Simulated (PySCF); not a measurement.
# Peak assignment

Bonds (- single, = double, # triple, : aromatic): C1-O2, O2-Si3, Si3-C4, C4-Si5, Si5-Si6, Si6-Si7, Si7-Si8, Si8-Si3. C1 carries H9, H10, H11; Si3 carries H12; C4 carries H13, H14; Si5 carries H15, H16; Si6 carries H17, H18; Si7 carries H19, H20; Si8 carries H21, H22. Stereochemistry as in CO[Si@H]1C[SiH2][SiH2][SiH2][SiH2]1. H13, H16, H17, H20, H22 are cis to O2 on the ring; H14, H15, H18, H19, H21 are trans to O2 on the ring.

All values are calculated (PySCF 2.14.0 with density-fitted response routines): geometry: GFN2-xTB, GIAO PBE0/pcSseg-1 shieldings. No relativistic terms, equivalent nuclei averaged, one conformer, gas phase.

Shifts are taken against calculated references (same method and geometry level): ¹³C, ¹H against TMS.

(1) Assign these signals to the numbered atoms. ¹³C{¹H} NMR (computed): δ 53.9, -3.7.

(2) Assign these signals to the numbered atoms. ¹H NMR (500 MHz, computed): δ 5.73 (m, 1H), 4.34 (m, 1H), 4.31 (m, 1H), 3.77 (m, 1H), 3.76 (m, 1H), 3.73 (s, 3H), 3.62 (m, 1H), 3.45 (m, 1H), 3.43 (m, 1H), 3.11 (m, 1H), 0.78 (m, 1H), -0.56 (m, 1H).

## Answers

(1) 
| δ (ppm) | atoms | environment | reason |
| --- | --- | --- | --- |
| 53.9 | C1 | methyl carbon bonded to O | deshielded by the electronegative neighbour |
| -3.7 | C4 | sp3 CH2 bonded to 2 Si | an electropositive neighbour leaves it electron-rich and shielded |

(2) 
5.73 → H12, hydrogen on a silicon bonded to C, O, Si, in a 6-membered ring
4.34 → H15, hydrogen on a silicon bonded to C, Si, in a 6-membered ring
4.31 → H16, hydrogen on a silicon bonded to C, Si, in a 6-membered ring
3.77 → H20, hydrogen on a silicon bonded to 2 Si, in a 6-membered ring
3.76 → H19, hydrogen on a silicon bonded to 2 Si, in a 6-membered ring
3.73 → H9/H10/H11, hydrogen on a methyl carbon bonded to O: its carbon carries O, an electronegative neighbour
3.62 → H22, hydrogen on a silicon bonded to 2 Si, in a 6-membered ring
3.45 → H18, hydrogen on a silicon bonded to 2 Si, in a 6-membered ring
3.43 → H17, hydrogen on a silicon bonded to 2 Si, in a 6-membered ring
3.11 → H21, hydrogen on a silicon bonded to 2 Si, in a 6-membered ring
0.78 → H13, hydrogen on an sp3 CH2 bonded to 2 Si: an electropositive neighbour shields it, as in TMS itself
-0.56 → H14, hydrogen on an sp3 CH2 bonded to 2 Si

H15 and H16; H20 and H19; H19 and H9/H10/H11; H9/H10/H11 and H22; H18 and H17 lie closer than the usual error of such a calculation, so a measured spectrum could show them in the other order.

Shifts are as computed. Against solution values, carbons near 30 ppm lie about +3 ppm off and those near 130 ppm about +5 ppm. Of 1211 compounds with measured shifts, 218 miss one by over three times the rms of a fit or turn the order of signals round; such compounds aren't used in these exercises. Multiplicities follow the n + 1 count of equivalent neighbours, as no J values were calculated; m marks all less simple cases, F and P coupling included.
